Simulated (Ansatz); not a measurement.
The cluster Cd4Te2Br4, relaxed as a singlet with RKS r2SCAN-D4/def2-SVP in Ansatz, starting from the GFN1-xTB geometry. Force threshold 0.03 eV/Å.

In the def2 sets Cd, Te take a core potential; there is no spin–orbit coupling. The structure comes from a short search, and lower isomers may exist.

Start:

Cartesian coordinates in Å:
```
Cd 2.245 -0.863 -0.362
Cd 0.783 1.782 1.310
Cd -0.417 -1.442 1.908
Cd -2.291 0.299 -2.564
Te 2.104 -0.411 2.361
Te -0.516 0.017 -0.607
Br -4.118 0.509 -4.244
Br 0.579 4.234 1.495
Br -2.203 -2.824 2.902
Br 3.833 -1.301 -2.199
```

```json
{"step": "1", "energy (eV)": "-313016.9650", "largest force component (eV/Å)": "0.823", "SCF passes": "18"}
{"step": "2", "energy (eV)": "-313016.9703", "largest force component (eV/Å)": "0.682", "SCF passes": "27"}
{"step": "3", "energy (eV)": "-313017.0490", "largest force component (eV/Å)": "0.084", "SCF passes": "21"}
{"step": "4", "energy (eV)": "-313017.0550", "largest force component (eV/Å)": "0.059", "SCF passes": "21"}
{"step": "5", "energy (eV)": "-313017.0565", "largest force component (eV/Å)": "0.094", "SCF passes": "21"}
{"step": "6", "energy (eV)": "-313017.0587", "largest force component (eV/Å)": "0.025", "SCF passes": "22"}
{"step": "7", "energy (eV)": "-313017.0598", "largest force component (eV/Å)": "0.024", "SCF passes": "22"}
{"step": "8", "energy (eV)": "-313017.0608", "largest force component (eV/Å)": "0.026", "SCF passes": "20"}
```

Force components are those of the run's own axes.

End:

Cartesian coordinates in Å:
```
Cd 2.3541 -0.8483 -0.3741
Cd 0.7927 1.9009 1.3752
Cd -0.4066 -1.4565 1.9402
Cd -2.2873 0.3256 -2.4648
Te 2.1206 -0.3424 2.3419
Te -0.4592 0.0554 -0.5570
Br -3.9434 0.5647 -4.2087
Br 0.3455 4.3036 1.4626
Br -2.1761 -2.9167 2.7909
Br 3.6598 -1.5863 -2.3062
```

By distances, no bond broke or formed. The bond that changes most is Cd4–Br7, from 2.49 to 2.42 Å (atoms count from 1).

The force fell under the threshold at step 6, but the optimiser went on and released 0.002 eV more. No frequencies were taken in this run, so the end may be a saddle point.

Run time 73 s (6 threads of Intel Xeon on a shared host).
